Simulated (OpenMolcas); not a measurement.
Fe2+ with 6 ligands (sulfide) in octahedral coordination (Oh). A charge of +1.67 e stands 2.4 Å behind each ligand. Ligand basis ANO-RCC-VDZP.

- Program: OpenMolcas
- Method: CASSCF
- Basis: ANO-RCC-VTZP [6s5p3d2f1g]
- Scalar Hamiltonian: DKH2, point nucleus
- Active space: 6 electrons in 5 orbitals (3d)
- State averaging: 2S+1 = 5 even, 5 roots; 2S+1 = 3 even, 45 roots; 2S+1 = 1 even, 50 roots
- Spin-orbit coupling: state interaction with AMFI integrals over the reference wave functions

All ligands move together. At R = 2.42 Å the first state of the same spin is 1602 cm-1, and at R = 2.65 Å it is 1104 cm-1.

**Question.** A third run gives 1295 cm-1. What distance was it run at?

**Answer.** With a power law R^-n the two known points give n = -ln(1104 / 1602) / ln(2.65 / 2.42) = 4.10. Then R = 2.42 × (1602 / 1295)^(1/4.10) = 2.549 Å. The run was at 2.56 Å, so the estimate is off by -0.011 Å.

An orbital triplet at a regular site is open to Jahn-Teller coupling, which can distort the site and quench the lowest spin-orbit gaps and is left out. Without dynamic correlation the repulsion within the d shell is too large (B by tens of per cent), so at a given field states of lower spin stand too high. CASSCF with metal d orbitals alone favours high spin, so a ground state of lower spin is not ruled out. The sulfide ions are held by bare point charges, a crude embedding. Ligand-to-metal charge-transfer states are missing. With oxide or sulfide held by bare charges the field of late divalent 3d ions can come out several times too small, and g and χT far too large. With no ligand orbital active B as a rule stays too high, so bands that hang on it stand too high and its fall with covalency is understated. With metal d orbitals alone and no dynamic correlation the field as a rule comes out too small, by tens of per cent, by up to half for chloride and softer ligands, and with too little covalency χT stands high. No measured value stands beside these numbers; the geometry is a model, was not optimised and need not be the one that this ion takes.
